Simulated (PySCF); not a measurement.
CH6BN, SMILES C(B)N (PBE0/def2-SVP optimised geometry):

```
9

B      0.840    -0.379     0.000
C     -0.718    -0.379     0.000
N     -1.484     0.865     0.000
H      1.435    -1.435     0.009
H      1.484     0.649    -0.015
H     -1.034    -1.007    -0.861
H     -1.046    -1.015     0.849
H     -1.232     1.419     0.817
H     -1.207     1.435    -0.798
```

Computed with PBE0/def2-TZVP in PySCF.

Problem. What are the frontier orbital energies and the dipole moment?

Solution. HOMO-2 -10.40 eV, HOMO-1 -9.27 eV, HOMO -6.69 eV, LUMO -1.43 eV, LUMO+1 1.02 eV; dipole moment 0.75 D.

Meta-Löwdin charges at PBE0/def2-TZVP: B1 0.01, C2 -0.22, N3 -0.52, H4 0.01, H5 0.01, H6 0.14, H7 0.14, H8 0.22, H9 0.22.
